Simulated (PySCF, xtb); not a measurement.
(E)-3-chloropent-3-en-1-yne (C5H5Cl), SMILES C#C/C(Cl)=C\C.

Harmonic wavenumbers (cm⁻¹) from xtb with GFN2-xTB at its own minimum, in rising order: 128, 128, 210, 217, 230, 388, 453, 495, 634, 657, 706, 828, 988, 1004, 1025, 1141, 1289, 1395, 1468, 1471, 1670, 2247, 2999, 3014, 3054, 3088, 3395.

Problem. What does PBE-D3(BJ)/def2-SVP (PySCF) give at its own minimum? (The exact figures need the calculation; the answer reports its results.)

Solution. 142, 143, 210, 237, 268, 405, 490, 591, 610, 665, 677, 806, 957, 981, 998, 1126, 1285, 1340, 1398, 1399, 1634, 2144, 2958, 3025, 3080, 3113, 3406. Paired by order, the mean absolute difference is 32 cm⁻¹ and the zero-point energies are 49.1 and 48.7 kcal/mol.
